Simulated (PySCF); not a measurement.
C3H3N2, SMILES [c]1ncc[nH]1, multiplicity 2. Atoms are numbered in the order given.

```xyz
8

C     -1.1716    -0.1186     0.0000
N     -0.6622     1.0584     0.0000
C      0.7178     0.8833     0.0000
C      1.0070    -0.4715     0.0000
N     -0.2350    -1.1081     0.0000
H      1.4138     1.7308     0.0000
H      1.9507    -1.0279     0.0000
H     -0.4029    -2.1140     0.0000
```
Charge 0, spin multiplicity 2.

The structure is a stationary point at PBE-D3(BJ)/def2-SVP. The isomer is the one that the SMILES or the coordinates give; other isomers of the formula were not compared.

All values below come from PySCF with PBE/def2-TZVP.

ESP charges are fitted to the potential on shells at 1.4 to 2.0 van der Waals radii. Atomic charges (e):

| atom | ESP fit | Löwdin | meta-Löwdin | Mulliken spin |
|---|---|---|---|---|
| C1 | 0.02 | -0.23 | 0.07 | 0.82 |
| N2 | -0.32 | 0.12 | -0.23 | 0.09 |
| C3 | 0.12 | -0.26 | -0.09 | 0.07 |
| C4 | -0.38 | -0.25 | -0.13 | 0.01 |
| N5 | -0.02 | 0.16 | -0.16 | 0.01 |
| H6 | 0.11 | 0.14 | 0.14 | 0.00 |
| H7 | 0.21 | 0.13 | 0.14 | 0.00 |
| H8 | 0.27 | 0.19 | 0.26 | 0.00 |

Computed Mayer and Wiberg (Löwdin basis) orders of the bonds:
| bond | Mayer | Wiberg |
|---|---|---|
| C1–N2 | 1.83 | 2.17 |
| N2–C3 | 1.28 | 1.53 |
| C3–C4 | 1.64 | 1.80 |
| C1–N5 | 1.24 | 1.63 |
| C4–N5 | 1.13 | 1.43 |
| C3–H6 | 0.96 | 0.87 |
| C4–H7 | 0.94 | 0.87 |
| N5–H8 | 0.91 | 0.87 |
